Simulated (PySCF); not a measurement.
C2H9FOSi2, SMILES C(C[SiH2][SiH2]F)O.

The structure is a stationary point at B3LYP-D3(BJ)/def2-SVP. This is a generated structure with no PubChem entry under its InChIKey; it may be hypothetical. One conformer was computed; it need not be the lowest.

Level of theory: PySCF with PBE/def2-TZVP.

Gas-phase values at a fixed geometry.

```json
{
 "total_energy": "-835.26563 hartree",
 "highest_occupied_level": "-6.51 eV",
 "lowest_empty_level": "-0.88 eV",
 "orbital_gap": "5.62 eV",
 "dipole_moment": "4.12 D",
 "quadrupole, principal values (traceless, Buckingham form, about the centre of nuclear charge)": "-4.94, -2.12, 7.06 D·Å",
 "mean_static_polarisability": "86.8 bohr³ (12.87 Å³)",
 "polarisability_principal_values": "74.5, 89.8, 96.3 bohr³"
}
```
